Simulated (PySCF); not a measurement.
A calculated (revPBE, PySCF 2.14, x2c-TZVPPall with one added diffuse shell each of s, p, d type, the spin-free X2C one-electron Hamiltonian (Gaussian nucleus)) atom or ion has these occupied shells.

```
shell  electrons  orbital energy (eV)  rms radius, mean of both spins (bohr)
 1s α          1             -38682.7                                 0.0286
 1s β          1             -38682.7                                 0.0286
 2s α          1              -6172.1                                  0.116
 2s β          1              -6172.1                                  0.116
 2p α          3              -5539.4                                  0.104
 2p β          3              -5539.3                                  0.104
 3s α          1              -1332.8                                  0.305
 3s β          1              -1332.8                                  0.305
 3p α          3              -1130.1                                  0.304
 3p β          3              -1130.1                                  0.304
 3d α          5              -836.07                                  0.282
 3d β          5              -836.06                                  0.282
 4s α          1              -281.65                                  0.695
 4s β          1              -281.63                                  0.695
 4p α          3              -215.60                                  0.738
 4p β          3              -215.58                                  0.738
 4d α          5              -119.33                                  0.826
 4d β          5              -119.30                                  0.826
 5s α          1              -54.096                                   1.64
 5s β          1              -53.991                                   1.64
 5p α          3              -37.397                                   1.88
 5p β          3              -37.241                                   1.88
 6s α          1              -14.862                                   4.06
```

Question: Name the element and its charge.

Answer: La²⁺ (lanthanum, charge +2), in [Xe] 6s1, 2S determinant (an excited configuration).
